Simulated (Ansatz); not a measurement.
Mulliken charges of `[BH2][InH][F]` from B3LYP/def2-TZVPP in Ansatz (PBE0-D4/def2-TZVP geometry).

| atom | x (Å) | y (Å) | z (Å) | charge (e) |
| --- | --- | --- | --- | --- |
| B1 | -0.845 | 0.243 | -0.894 | -0.160 |
| In2 | 0.535 | -0.048 | 0.845 | 0.669 |
| F3 | 1.970 | -1.282 | 0.284 | -0.518 |
| H4 | -1.780 | -0.480 | -1.065 | 0.069 |
| H5 | -0.656 | 1.112 | -1.691 | 0.069 |
| H6 | 0.818 | 0.391 | 2.475 | -0.128 |

Problem. By hand: the dipole of these point charges (1 e Å = 4.8032 D).

Solution. Σ q r = (-0.800, 0.587, 0.054) e Å, of length 0.994 e Å = 4.77 D.

Problem. How does the dipole of the full density compare? (Estimate.)

Solution. The calculation gave: (-0.593, 0.428, 0.024) e Å, 3.51 D; the point charges give 1.36 times that, at 1° from its direction.

Point charges leave out the atoms' own dipoles, such as those of lone pairs, and Mulliken's split depends on the basis, so the two needn't agree.

B3LYP here is the variant with VWN-RPA as its local correlation; programs differ in this.
